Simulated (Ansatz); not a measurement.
Mulliken charges of `NB(S)Cl` from r2SCAN/def2-TZVPP in Ansatz (PBE0-D4/def2-TZVP geometry).

| atom | x (Å) | y (Å) | z (Å) | charge (e) |
| --- | --- | --- | --- | --- |
| N1 | -0.252 | 0.914 | -0.186 | -0.299 |
| B2 | -0.218 | -0.475 | -0.254 | 0.231 |
| S3 | 0.885 | -1.545 | 0.708 | -0.163 |
| Cl4 | -1.326 | -1.305 | -1.359 | -0.199 |
| H5 | -0.888 | 1.453 | -0.747 | 0.184 |
| H6 | 0.342 | 1.458 | 0.414 | 0.168 |
| H7 | 1.519 | -0.567 | 1.377 | 0.078 |

**Question.** By hand: the dipole of these point charges (1 e Å = 4.8032 D).

**Answer.** Σ q r = (0.157, 0.597, 0.191) e Å, of length 0.646 e Å = 3.10 D.

**Question.** How does the dipole of the full density compare? (Best estimate.)

**Answer.** Ansatz gave: (0.143, 0.650, 0.182) e Å, 3.31 D; the point charges give 0.94 times that, at 3° from its direction.

Point charges leave out the atoms' own dipoles, such as those of lone pairs, and Mulliken's split depends on the basis, so the close match here is no proof of good charges.
